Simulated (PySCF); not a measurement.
Problem. Give a PBE0-D3(BJ)/def2-SVP geometry of `CC(C)(C)[SiH-]C#N`. (Charge -1.)

Solution. 
```xyz
17
C5H10NSi angstrom
C     -0.228   -0.047    1.360
C     -0.209    0.093   -0.159
C     -0.376   -1.285   -0.796
C     -1.362    0.996   -0.595
Si     1.462    0.925   -0.871
C      2.673   -0.235    0.075
N      3.424   -0.999    0.539
H     -0.121    0.934    1.851
H     -1.179   -0.502    1.715
H      0.601   -0.681    1.712
H     -0.388   -1.220   -1.897
H      0.452   -1.955   -0.513
H     -1.323   -1.767   -0.474
H     -1.267    2.007   -0.162
H     -1.391    1.111   -1.692
H     -2.342    0.587   -0.272
H      1.555    2.048    0.186
```

Any rigid rotation of these coordinates is as good. Atoms count from 1 in this order. The 2 C–Si bonds span 1.925 Å (Si5–C6, drawn single) to 1.997 Å (C2–Si5, drawn single), a spread of 0.072 Å. All 3 C–C bonds measure 1.525 to 1.528 Å. Of the pairs four or more bonds apart, C6···H10 is among the closest relative to their van der Waals radii: 2.68 Å, 92 % of the sum of Bondi's values. Si5 (silicon bonded to 2 C and H) is pyramidal (angles 96.3°, 95.8° and 93.7°, sum 285.7°, 0.93 Å off the plane of its three neighbours).

Bonds between heavy atoms (Å): C1–C2 1.525, C2–C3 1.527, C2–C4 1.528, C2–Si5 1.997, Si5–C6 1.925, C6≡N7 1.168.

Computed, not measured: PBE0-D3(BJ)/def2-SVP geometry optimisation, gas phase in PySCF.

Point group: C1 (no symmetry element, even within 0.4 Å). PBE0-D3(BJ)/def2-SVP frequencies: not computed here.
